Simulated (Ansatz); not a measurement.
Geometry optimisation, DFT LDA, scalar-relativistic, plane waves, PAW (Ansatz 0.2.0).

Input file:

```yaml
crystal:
  lattice:
    - [0.0, 5.43, 5.43]
    - [5.43, 0.0, 5.43]
    - [5.43, 5.43, 0.0]
  atoms:
    - { symbol: Si, position: [0.0, 0.0, 0.0] }
    - { symbol: Si, position: [0.125, 0.125, 0.125] }
    - { symbol: Si, position: [0.0, 0.0, 0.5] }
    - { symbol: Si, position: [0.125, 0.125, 0.625] }
    - { symbol: Si, position: [0.0, 0.5, 0.0] }
    - { symbol: Si, position: [0.125, 0.625, 0.125] }
    - { symbol: Si, position: [0.0, 0.5, 0.5] }
    - { symbol: Si, position: [0.125, 0.625, 0.625] }
    - { symbol: Si, position: [0.5, 0.0, 0.0] }
    - { symbol: Si, position: [0.625, 0.125, 0.125] }
    - { symbol: Si, position: [0.5, 0.0, 0.5] }
    - { symbol: Si, position: [0.625, 0.125, 0.625] }
    - { symbol: Si, position: [0.5, 0.5, 0.0] }
    - { symbol: Si, position: [0.625, 0.625, 0.125] }
    - { symbol: Si, position: [0.5, 0.5, 0.5] }
    - { symbol: Si, position: [0.625, 0.625, 0.625] }
    - { symbol: Au, position: [0.31853148, 0.30697487, 0.81165028], spin: 1.0 }
magnetization:
  spin_polarized: true
basis:
  ecutwfc: 420.0
kpoints:
  mp_grid: { grid: [2, 2, 2] }
hamiltonian:
  xc: lda
  pseudopotentials: { kind: paw, azcp: { folder: soft_1 } }
scf:
  occupations: { method: gaussian, width: 0.02 }
  lower_state_search: "off"
relax:
  f_tol: 0.03
  max_steps: 60
  adjacent_minimum: "off"
output:
  write_density: true
  write_potential: true
  elf: true
  volumetric_format: npy
```

Command:

```bash
$ ansatz run input.yaml --threads 2 --pin off --max-ram 5120MiB --backend cpu --events-out ev --progress --plain --runs-dir out
```

Problem. Where does it end, and by what steps?

Solution. The forces met the threshold. Limits of this set-up: coarse k mesh, PAW files made for another functional, a small cell, in which the defect meets its images. After 4 steps the energy has fallen by 2.004 eV; Si14 moved furthest, 0.33 Å.

```csv
step,energy less start (eV),largest force component (eV/Å),accepted
0,0.0000,4.211,yes
1,-1.7858,1.093,yes
2,-1.9949,0.115,yes
3,-2.0028,0.053,yes
4,-2.0039,0.003,yes
```

```xyz
17
Lattice="0.0000 5.4300 5.4300 5.4300 0.0000 5.4300 5.4300 5.4300 0.0000" Properties=species:S:1:pos:R:3
Si 0.066 0.070 -0.019
Si 1.459 1.462 1.225
Si 2.904 2.907 0.191
Si 4.247 4.250 1.534
Si 2.845 -0.102 2.612
Si 4.089 1.291 4.004
Si 5.496 2.698 2.784
Si 6.889 3.942 4.176
Si -0.105 2.849 2.612
Si 1.287 4.093 4.004
Si 2.694 5.500 2.784
Si 3.938 6.893 4.176
Si 2.537 2.541 5.254
Si 3.880 3.884 6.597
Si 5.325 5.328 5.562
Si 6.717 6.721 6.807
Au 6.107 6.110 3.394
```

Time of the run: 63 s on 2 threads of Arm Neoverse V1, with other jobs on the host, peak memory 0.69 GiB.
